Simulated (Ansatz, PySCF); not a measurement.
This Ansatz (a first-principles code) input computes a B3LYP/def2-TZVPD energy:

Ansatz 0.2 input:
```yaml
crystal:
  periodic: [false, false, false]
  atoms:
    - {symbol: Ge, position_ang: [-0.00000000, -0.00000000, -1.16137475]}
    - {symbol: Br, position_ang: [0.00000000, 0.00000000, 1.06182835]}
basis:
  gaussian:
    orbitals: def2-TZVPD
hamiltonian:
  xc: {name: B3LYP}
total_charge: 1
output: {forces: true}
```

Question: Write an input for the same energy in PySCF and say what it gives.

Answer: 
```python
from pyscf import gto, scf, dft

mol = gto.M(
    atom='''
    Ge   -0.00000000   -0.00000000   -1.16137475
    Br    0.00000000    0.00000000    1.06182835
    ''',
    basis='def2-tzvpd',
    charge=1,
    spin=0,
    verbose=4,
)

mf = dft.RKS(mol, xc='b3lyp').density_fit(auxbasis='def2-universal-jkfit')
mf.grids.level = 3
mf.conv_tol = 1e-9
mf.max_cycle = 100
mf.max_memory = 1500
mf.kernel()
if not mf.converged:
    mf = mf.newton()
    mf.kernel(mf.make_rdm1())
mf.analyze()
```
It gives -4650.97250 Eh, and Ansatz -4650.97244 Eh, a difference of 0.06 mEh, from the treatment of integrals and grids.
